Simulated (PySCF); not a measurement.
LDA on Pd⁻ (palladium, charge -1), [Kr] 4d10 5s1, 2S determinant. Calculation: PySCF 2.14, in aug-cc-pV5Z-PP with ECP28MDF (8s8p7d5f4g3h2i, 197 functions); scalar relativity through the core potential.

```
cycle= 1 E= -127.156401933371  delta_E= 0.0603  |g|= 0.552  |ddm|= 2.17
cycle= 2 E= -126.788944004703  delta_E= 0.367  |g|= 1.22  |ddm|= 7.14
cycle= 3 E= -127.218121795043  delta_E= -0.429  |g|= 0.252  |ddm|= 7.17
cycle= 4 E= -127.248347453881  delta_E= -0.0302  |g|= 0.123  |ddm|= 0.587
cycle= 5 E= -127.255049474972  delta_E= -0.0067  |g|= 0.0173  |ddm|= 0.228
cycle= 6 E= -127.255214781553  delta_E= -0.000165  |g|= 0.000543  |ddm|= 0.0428
cycle= 7 E= -127.255215154892  delta_E= -3.73e-07  |g|= 3.94e-05  |ddm|= 0.00211
cycle= 8 E= -127.255215157466  delta_E= -2.57e-09  |g|= 5e-06  |ddm|= 0.000198
cycle= 9 E= -127.255215157474  delta_E= -8.36e-12  |g|= 9.62e-07  |ddm|= 2.35e-05
converged SCF energy = -127.255215157474  <S^2> = 0.75196541  2S+1 = 2.0019644
```

Highest occupied orbital energy: 1.472 eV; ⟨L²⟩ = 0.00; populations by l: s 3.00, p 6.00, d 10.00, f 0.00.

**Question.** Can this result be used?

**Answer.** With care. Self-consistency was reached. Energies and moments cover only the electrons outside the core potential. At LDA the highest occupied level has a positive energy, so only the finite basis holds that electron; in a semilocal or global hybrid functional this comes from self-interaction and does not mean that the real anion is unbound.
